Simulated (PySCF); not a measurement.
C₂O₂Os, neutral, multiplicity 3. Atoms are numbered in the order given.

```xyz
5

Os     0.0000     0.0000    -0.4338
O      0.0000    -2.2637     1.5412
C      0.0000    -1.4787     0.6924
O      0.0000     2.2637     1.5412
C      0.0000     1.4787     0.6924
```
Charge 0, spin multiplicity 3.

The structure is a stationary point at PBE0-D3(BJ)/def2-SVP. The multiplicity is an assumed one; other spin states were not compared. The def2 effective core potentials stand for the cores of Os; spin–orbit coupling is left out.

All values below come from TDA-M06-2X/def2-SVPD (PySCF).

Vertical excitations. 

```
state    energy (eV)  λ (nm)      f                                               main pairs
-------  -----------  ------  -----  -------------------------------------------------------
root 1          0.22    5540  0.000                                         β HOMO→LUMO 83 %
root 2          0.64    1932  0.000                                       β HOMO−1→LUMO 79 %
root 3          0.96    1295  0.000                                       β HOMO−2→LUMO 88 %
root 4          1.40     888  0.000                                       β HOMO→LUMO+1 87 %
root 5          1.65     751  0.001                                     β HOMO−1→LUMO+1 90 %
root 6          1.77     702  0.015                    α HOMO→LUMO 90 %, β HOMO−2→LUMO+1 6 %
root 7          2.08     597  0.011                    α HOMO→LUMO 6 %, β HOMO−2→LUMO+1 87 %
root 8          2.08     596  0.000                                       α HOMO→LUMO+1 93 %
root 9          2.52     491  0.001  α HOMO−1→LUMO 8 %, β HOMO→LUMO+2 72 %, β HOMO→LUMO 12 %
root 10         2.98     416  0.000                 β HOMO−1→LUMO+2 80 %, β HOMO−1→LUMO 13 %
```
Unrestricted roots are not spin-pure.
